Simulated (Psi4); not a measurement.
C3H6Cl (SMILES CC[CH-]Cl), charge -1, singlet, at a GFN2-xTB geometry (a gas-phase anion, which may not be bound at this level); CCSD(T)/3-21G (Psi4).

Here is a job for Psi4.
```
memory 2 GB

molecule {
-1 1
C     0.87874214   -0.57746196    0.01178248
C     2.36128716   -0.21090347    0.01892378
C     0.05260727    0.70987802    0.08469850
H     0.66331677   -1.19415500    0.89661526
H     0.68416168   -1.22068093   -0.87379508
H     2.99566787   -1.10167485    0.03968092
Cl   -1.73162036    0.11908892    0.00897987
H     2.61173789    0.36877995   -0.87023935
H     2.58650261    0.40082008    0.89158272
H     0.14033970    1.19332350   -0.92893097
}

set {
  basis 3-21g
  cc_type df
  mp2_type df
  scf_type df
}

energy('ccsd(t)')
print_variables()
```

Output, abridged:

```
    For method 'CCSD(T)', SCF Algorithm Type (re)set to DISK_DF.

   => Loading Basis Set <=

    Name: 3-21G
    Role: ORBITAL
    Keyword: BASIS

         ---------------------------------------------------------
                                   SCF
               by Justin Turney, Rob Parrish, Andy Simmonett
                          and Daniel G. A. Smith
                              RHF Reference
         ---------------------------------------------------------

  ==> Geometry <==

    Molecular point group: c1
    Full point group: C1

    Geometry (in Angstrom), charge = -1, multiplicity = 1:

       Center              X                  Y                   Z               Mass
    ------------   -----------------  -----------------  -----------------  -----------------
         C            1.025253007467    -0.598974556083     0.000782483760    12.000000000000
         C            2.507798027467    -0.232416066083     0.007923783760    12.000000000000
         C            0.199118137467     0.688365423917     0.073698503760    12.000000000000
         H            0.809827637467    -1.215667596083     0.885615263760     1.007825032230
         H            0.830672547467    -1.242193526083    -0.884795076240     1.007825032230
         H            3.142178737467    -1.123187446083     0.028680923760     1.007825032230
         CL          -1.585109492533     0.097576323917    -0.002020126240    34.968852682000
         H            2.758248757467     0.347267353917    -0.881239346240     1.007825032230
         H            2.733013477467     0.379307483917     0.880582723760     1.007825032230
         H            0.286850567467     1.171810903917    -0.939930966240     1.007825032230

  Running in c1 symmetry.

  Rotational constants: A =      0.90550  B =      0.08046  C =      0.07664 [cm^-1]
  Rotational constants: A =  27146.24284  B =   2412.23948  C =   2297.52627 [MHz]
  Nuclear repulsion =  147.052824140094003

  Charge       = -1
  Multiplicity = 1
  Electrons    = 42
  Nalpha       = 21
  Nbeta        = 21

  ==> Algorithm <==

  SCF Algorithm Type is DISK_DF.
  DIIS enabled.
  MOM disabled.
  Fractional occupation disabled.
  Guess Type is SAD.
  Energy threshold   = 1.00e-08
  Density threshold  = 1.00e-08
  Integral threshold = 1.00e-12

  ==> Primary Basis <==

  Basis Set: 3-21G
    Blend: 3-21G
    Number of shells: 34
    Number of basis functions: 52
    Number of Cartesian functions: 52
    Spherical Harmonics?: false
    Max angular momentum: 1

   => Loading Basis Set <=

    Name: (3-21G AUX)
    Role: JKFIT
    Keyword: DF_BASIS_SCF

  ==> Integral Setup <==

  ==> DiskDFJK: Density-Fitted J/K Matrices <==

    J tasked:                  Yes
    K tasked:                  Yes
    wK tasked:                  No
    Integrals threads:           1
    Algorithm:                Core
    Integral Cache:           SAVE
    Schwarz Cutoff:          1E-12
    Fitting Condition:       1E-10

   => Auxiliary Basis Set <=

  Basis Set: (3-21G AUX)
    Blend: DEF2-UNIVERSAL-JKFIT
    Number of shells: 149
    Number of basis functions: 542
    Number of Cartesian functions: 542
    Spherical Harmonics?: false
    Max angular momentum: 4

  Minimum eigenvalue in the overlap matrix is 1.4140372987E-02.
  Reciprocal condition number of the overlap matrix is 3.1265030270E-03.
    Using symmetric orthogonalization.

  ==> Pre-Iterations <==

  SCF Guess: Superposition of Atomic Densities via on-the-fly atomic UHF (no occupation information).

   -------------------------
    Irrep   Nso     Nmo
   -------------------------
     A         52      52
   -------------------------
    Total      52      52
   -------------------------

  ==> Iterations <==

                           Total Energy        Delta E     RMS |[F,P]|

   @DF-RHF iter SAD:  -572.79802308929493   -5.72798e+02   0.00000e+00
   @DF-RHF iter   1:  -573.57351032596353   -7.75487e-01   6.90295e-03 ADIIS/DIIS
   @DF-RHF iter   2:  -573.65093045004880   -7.74201e-02   2.79128e-03 ADIIS/DIIS
   @DF-RHF iter   3:  -573.66145308863554   -1.05226e-02   4.46395e-04 ADIIS/DIIS
   @DF-RHF iter   4:  -573.66206142085855   -6.08332e-04   1.33020e-04 ADIIS/DIIS
   @DF-RHF iter   5:  -573.66210020697645   -3.87861e-05   3.23947e-05 DIIS
   @DF-RHF iter   6:  -573.66210621213440   -6.00516e-06   1.17476e-05 DIIS
   @DF-RHF iter   7:  -573.66210737343158   -1.16130e-06   4.38138e-06 DIIS
   @DF-RHF iter   8:  -573.66210753710936   -1.63678e-07   1.75642e-06 DIIS
   @DF-RHF iter   9:  -573.66210756184842   -2.47391e-08   4.28758e-07 DIIS
   @DF-RHF iter  10:  -573.66210756305384   -1.20542e-09   5.37081e-08 DIIS
   @DF-RHF iter  11:  -573.66210756306646   -1.26192e-11   1.58649e-08 DIIS
   @DF-RHF iter  12:  -573.66210756306702   -5.68434e-13   4.98186e-09 DIIS
  Energy and wave function converged.

  ==> Post-Iterations <==

    Orbital Energies [Eh]
    ---------------------

    Doubly Occupied:

[...]
    Virtual:

[...]
      52A      2.625801

    Final Occupation by Irrep:
              A
    DOCC [    21 ]
    NA   [    21 ]
    NB   [    21 ]

  @DF-RHF Final Energy:  -573.66210756306702

   => Energetics <=

    Nuclear Repulsion Energy =            147.0528241400940033
    One-Electron Energy =               -1090.4156908241291148
    Two-Electron Energy =                 369.7007591209680868
    Total Energy =                       -573.6621075630670248

Computation Completed

Properties will be evaluated at   0.000000,   0.000000,   0.000000 [a0]

Properties computed using the SCF density matrix

 Multipole Moments:

 ------------------------------------------------------------------------------------
     Multipole            Electronic (a.u.)      Nuclear  (a.u.)        Total (a.u.)
 ------------------------------------------------------------------------------------

 L = 1.  Multiply by 2.5417464519 to convert [e a0] to [Debye]
 Dipole X            :        -10.4067431           11.3514816            0.9447385
 Dipole Y            :          0.8555698           -1.6667696           -0.8111999
 Dipole Z            :          0.3973801           -0.8522665           -0.4548864
 Magnitude           :                                                    1.3257065

 ------------------------------------------------------------------------------------

  Constructing Basis Sets for FNOCC...

   => Loading Basis Set <=

    Name: (3-21G AUX)
    Role: JKFIT
    Keyword: DF_BASIS_SCF

   => Loading Basis Set <=

    Name: (3-21G AUX)
    Role: RIFIT
    Keyword: DF_BASIS_CC

        *******************************************************
        *                                                     *
        *                       DF-CCSD                       *
        *                 Density-fitted CCSD                 *
        *                                                     *
        *                   Eugene DePrince                   *
        *                                                     *
        *******************************************************

  ==> 3-index integrals <==

  ==> DF Tensor (by Rob Parrish) <==

 => Primary Basis Set <=

  Basis Set: 3-21G
    Blend: 3-21G
    Number of shells: 34
    Number of basis functions: 52
    Number of Cartesian functions: 52
    Spherical Harmonics?: false
    Max angular momentum: 1

 => Auxiliary Basis Set <=

  Basis Set: (3-21G AUX)
    Blend: DEF2-SVP-RI
    Number of shells: 104
    Number of basis functions: 290
    Number of Cartesian functions: 328
    Spherical Harmonics?: true
    Max angular momentum: 3

    Number of auxiliary functions:         290

  ==> Memory <==

  ==> Input parameters <==

        Freeze core orbitals?                  no
        Use frozen natural orbitals?           no
        r_convergence:                  1.000e-07
        e_convergence:                  1.000e-06
        Number of DIIS vectors:                 8
        Number of frozen core orbitals:         0
        Number of active occupied orbitals:    21
        Number of active virtual orbitals:     31
        Number of frozen virtual orbitals:      0

  Begin singles and doubles coupled cluster iterations

   Iter  DIIS          Energy       d(Energy)          |d(T)|     time
      0   0 1   -0.3212293413   -0.3212293413    0.3085136177        0
      1   1 1   -0.3481358672   -0.0269065259    0.0664869328        0
      2   2 1   -0.3586240192   -0.0104881520    0.0237034646        0
      3   3 1   -0.3635102823   -0.0048862630    0.0102120462        1
      4   4 1   -0.3635841126   -0.0000738303    0.0021486856        0
      5   5 1   -0.3635959908   -0.0000118782    0.0006799149        0
      6   6 1   -0.3635897464    0.0000062444    0.0002371656        1
      7   7 1   -0.3635871105    0.0000026360    0.0000867037        0
      8   8 1   -0.3635871299   -0.0000000194    0.0000319438        0
      9   8 2   -0.3635869382    0.0000001916    0.0000093697        0
     10   8 3   -0.3635868300    0.0000001083    0.0000036646        1
     11   8 4   -0.3635868712   -0.0000000413    0.0000014812        0
     12   8 5   -0.3635868935   -0.0000000222    0.0000006058        0
     13   8 6   -0.3635869183   -0.0000000248    0.0000002815        1
     14   8 7   -0.3635869260   -0.0000000077    0.0000001279        0
     15   8 8   -0.3635869262   -0.0000000002    0.0000000545        0

  CCSD iterations converged!

        T1 diagnostic:                        0.007133633244
        D1 diagnostic:                        0.033640814693

        OS MP2 correlation energy:           -0.252213291270
        SS MP2 correlation energy:           -0.069016050025
        MP2 correlation energy:              -0.321229341294
      * MP2 total energy:                  -573.983336904361

        OS CCSD correlation energy:          -0.300901958659
        SS CCSD correlation energy:          -0.062684967557
        CCSD correlation energy:             -0.363586926216
      * CCSD total energy:                 -574.025694489283

  Total time for CCSD iterations:       3.73 s (user)
                                        0.56 s (system)
                                           4 s (total)

  Time per iteration:                   0.25 s (user)
                                        0.04 s (system)
                                        0.27 s (total)

        *******************************************************
        *                                                     *
        *                      CCSD(T)                        *
        *                                                     *
        *******************************************************

        Using low-memory algorithm.

        num_threads:                      1
        memory requirements:        9.02 mb

        Number of abc combinations: 5456

        Computing (T) correction...

        % complete  total time
              10.0
              20.0
              30.0
              40.0
              50.0
              60.0
              70.0
              80.0
              90.0

        (T) energy                            -0.008929159204

        CCSD(T) correlation energy            -0.372516085420
      * CCSD(T) total energy                -574.034623648487

  Variable Map:
  ----------------------------------------------------------------------------
[...]
  Array Variable Map:
  ----------------------------------------------------------------------------
[...]
[...]
```
